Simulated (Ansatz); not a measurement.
Species: C$_{8}$H$_{9}$FSi, SMILES `C=Cc1ccc(F)c([SiH3])c1` (C–C–C–C torsion 1°) (charge 0, multiplicity 1).

Question: Give a relaxed geometry from PBE0-D3(BJ)/def2-SVP (Ansatz, an electronic-structure program).

Answer: This is not unique; one that fits is the end point of this relaxation, one of several conformers (outside a Z-matrix the atoms follow the SMILES, hydrogens last).
Cartesian coordinates (Å) in one orientation:
```xyz
19

C      3.441    -0.639    -0.515
C      2.164    -1.023    -0.407
C      0.995    -0.171    -0.155
C      1.082     1.223    -0.005
C     -0.050     1.991     0.234
C     -1.284     1.357     0.324
F     -2.372     2.098     0.555
C     -1.434    -0.021     0.184
Si    -3.135    -0.813     0.319
C     -0.272    -0.764    -0.056
H      3.753     0.405    -0.421
H      4.230    -1.370    -0.704
H      1.935    -2.090    -0.513
H      2.051     1.720    -0.078
H      0.005     3.074     0.351
H     -4.061    -0.279    -0.724
H     -3.737    -0.566     1.662
H     -2.962    -2.283     0.119
H     -0.350    -1.849    -0.172
```
